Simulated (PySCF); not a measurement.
A species of formula C7H6F4 has this rotational fingerprint, computed with PBE0/pcSseg-1 in PySCF (dipole) on a GFN2-xTB geometry, gas phase:

* Rotational constants: A = 1308, B = 719.4, C = 596.5 MHz
* Dipole components: |μa| = 2.34 D, |μb| = 0.04 D, |μc| = 0.19 D
* Inertial defect: -241.48 u·Å²
* κ: -0.65

Task: Which structure is it? (One computed conformer of each.)
A. `[CH3:1][C:2]#[C:3][CH2:4][C@@H:5]([F:6])[C:7]([F:8])=[C:9]([F:10])[F:11]` with C3–C4–C5–F6 -178°, C4–C5–C7–F8 113°
B. `[CH2:1]=[CH:2]/[C:3](=[CH:4]/[C:5](=[CH2:6])[F:7])[C:8]([F:9])([F:10])[F:11]` with C1–C2–C3–C4 -157°, C3–C4–C5–C6 159°
C. `[CH3:1][C@@H:2]([C:3]#[C:4][CH2:5][F:6])[C:7]([F:8])=[C:9]([F:10])[F:11]` with C1–C2–C7–F8 105°

Result: A. It is CC#CC[C@@H](F)C(F)=C(F)F, an asymmetric top, point group C1. The candidates at the same level (rigid rotor, commonest isotopes):

```json
{"SMILES": "CC#CC[C@@H](F)C(F)=C(F)F", "A (MHz)": "1308", "B (MHz)": "719.4", "C (MHz)": "596.5", "μa (D)": "2.34", "μb (D)": "0.04", "μc (D)": "0.19", "Δ (u·Å²)": "-241.48", "point group": "C1", "rotor": "asymmetric top"}
{"SMILES": "C[C@@H](C#CCF)C(F)=C(F)F", "A (MHz)": "1691", "B (MHz)": "524.5", "C (MHz)": "467.8", "μa (D)": "0.32", "μb (D)": "0.11", "μc (D)": "1.15", "Δ (u·Å²)": "-181.97", "point group": "C1", "rotor": "near-prolate asymmetric top"}
{"SMILES": "C=C/C(=C/C(=C)F)C(F)(F)F", "A (MHz)": "1803", "B (MHz)": "855.6", "C (MHz)": "672.4", "μa (D)": "0.58", "μb (D)": "3.46", "μc (D)": "0.42", "Δ (u·Å²)": "-119.46", "point group": "C1", "rotor": "asymmetric top"}
```

`C=C/C(=C/C(=C)F)C(F)(F)F` has A 38 % too high; `C[C@@H](C#CCF)C(F)=C(F)F` has A 29 % too high. No structure here is proved a minimum.
